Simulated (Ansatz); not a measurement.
Reaction (cleavage of the Si–Si bond): `O[Si](F)(F)[SiH3]` + `N[SiH](O)F` → `O[SiH](F)N[Si](O)(F)F` + SiH₄

Isolated molecules relaxed with PBE0-D4/def2-TZVP in Ansatz; ΔE leaves out vibrations. CCSD(T)/CBS adds triple-zeta CCSD(T) − MP2 to the extrapolated MP2 energy (def2 sets, frozen cores). This one scheme is used for every species. Functionals use def2-TZVPP. B3LYP here is the variant with VWN-RPA as its local correlation; programs differ in this. One conformer a species, not always the lowest.

Is it downhill or uphill in electronic energy at CCSD(T)/CBS, and by how much? (An estimate is asked.)

The calculation gave: Downhill: ΔE = -22.1 kcal/mol.

What do these levels give: PBE0-D4, B2PLYP, r2SCAN, PBE0, B3LYP, HF/def2-TZVPP, MP2/def2-TZVPP, SCS-MP2/def2-TZVPP, CCSD/def2-TZVPP, MP2/def2-QZVPP, SCS-MP2/def2-QZVPP, CCSD/CBS(def2)? (Estimate.)

The calculation gave: PBE0-D4 -19.4, B2PLYP -21.7, r2SCAN -21.4, PBE0 -18.4, B3LYP -19.8, HF/def2-TZVPP -25.4, MP2/def2-TZVPP -24.0, SCS-MP2/def2-TZVPP -24.0, CCSD/def2-TZVPP -23.3, MP2/def2-QZVPP -23.5, SCS-MP2/def2-QZVPP -23.5, CCSD/CBS(def2) -22.4 kcal/mol.

Largest T1 diagnostic among the species: 0.013.

The D4 term adds −1.7 kcal/mol with B3LYP and −1.0 kcal/mol with PBE0; it sums over pairs of atoms, weighted by their polarisabilities, and B3LYP, whose exchange is more repulsive, gets the larger term. In def2-TZVPP, CCSD(T) changes the Hartree–Fock value by +2.4 kcal/mol (the triples alone add +0.3 kcal/mol) and MP2 by +1.4 kcal/mol.
